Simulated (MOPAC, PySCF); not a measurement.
[Hf(Cl)(Br)3], neutral singlet in the gas phase. 

Z-matrix (Å, degrees):
```
Hf
Cl 1 2.3362
Br 1 2.4835 2 109.61
Br 1 2.4838 2 109.68 3 119.93
Br 1 2.4839 2 109.74 3 -119.99
```
Charge 0, multiplicity 1.

All levels are single points at this geometry (BP86-D3(BJ)/def2-SVP); Pople sets use spherical d functions. Orbital energies aren't observables, and empty levels follow the basis.

PM6 in MOPAC gives dipole (D) = 0.39.

Estimate the dipole (D) from each of these levels: TPSSh-D3(BJ)/def2-TZVP in PySCF; B3LYP/LANL2DZ in PySCF; BP86/6-31G* (LANL2DZ on Hf) in PySCF; M06-2X/6-31G* (LANL2DZ on Hf) in PySCF; PBE/6-31G* (LANL2DZ on Hf) in PySCF.


| level | dipole (D) |
|---|---|
| TPSSh-D3(BJ)/def2-TZVP in PySCF | 0.14 |
| B3LYP/LANL2DZ in PySCF | 0.40 |
| BP86/6-31G* (LANL2DZ on Hf) in PySCF | 0.33 |
| M06-2X/6-31G* (LANL2DZ on Hf) in PySCF | 0.30 |
| PBE/6-31G* (LANL2DZ on Hf) in PySCF | 0.34 |
